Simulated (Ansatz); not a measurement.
Geometry optimisation, RHF/def2-SVP (Ansatz 0.2.0).

input.yaml

```yaml
crystal:
  periodic: [false, false, false]
  atoms:
    - { symbol: Zn, position_ang: [-0.3214, -0.4716, -0.1647] }
    - { symbol: Cl, position_ang: [2.0829, -1.2161, 0.5448] }
    - { symbol: O, position_ang: [-1.9404, -0.4583, -0.7657] }
    - { symbol: H, position_ang: [1.6946, 0.4852, 0.6936] }
    - { symbol: F, position_ang: [0.7743, 1.2267, 0.5001] }
    - { symbol: H, position_ang: [-2.2901, 0.4341, -0.8082] }
basis:
  gaussian: { orbitals: def2-SVP }
hamiltonian:
  xc: hf
relax:
  f_tol: 0.15
  max_steps: 25
  restrain:
    - { distance: [0, 4], at: 1.79, k: 30.0 }
    - { distance: [3, 1], at: 1.33, k: 30.0 }
    - { distance: [0, 1], at: 3.54, k: 30.0 }
    - { distance: [3, 4], at: 2.18, k: 30.0 }
```

Run as:

```bash
$ ansatz run input.yaml --threads 2 --pin off --max-ram 3072MiB --backend cpu --events-out ev --progress --plain --runs-dir out
```

Where does it end, and by what steps?

It converged. The restraints hold the end off the free minimum. After 9 steps the energy has fallen by 0.494 eV (the restraints' own energy left out); Zn1 moved furthest, 0.98 Å. Joined: Cl2–H4 (1.75 → 1.30 Å).

| step | energy less start (eV) | largest force component (eV/Å) | accepted |
| --- | --- | --- | --- |
| 0 | 0.0000 | 3.437 | yes |
| 1 | 0.7080 | 4.913 | yes |
| 2 | 0.4525 | 5.064 | yes |
| 3 | 0.1582 | 3.229 | yes |
| 4 | -0.0960 | 2.000 | yes |
| 5 | -0.3312 | 0.918 | yes |
| 6 | -0.4596 | 0.845 | yes |
| 7 | -0.4926 | 0.842 | yes |
| 8 | -0.4935 | 0.823 | yes |
| 9 | -0.4937 | 0.842 | yes |

```xyz
6
Properties=species:S:1:pos:R:3
Zn -0.615 0.460 -0.135
Cl 2.350 -1.320 0.610
O -1.962 -0.466 -0.808
H 2.294 -0.038 0.835
F 0.715 1.430 0.541
H -2.782 -0.066 -1.043
```

The run took 20 s on 2 threads of Intel(R) Xeon(R) Platinum 8488C (Sapphire Rapids), with other jobs on the host, peak memory 0.18 GiB.
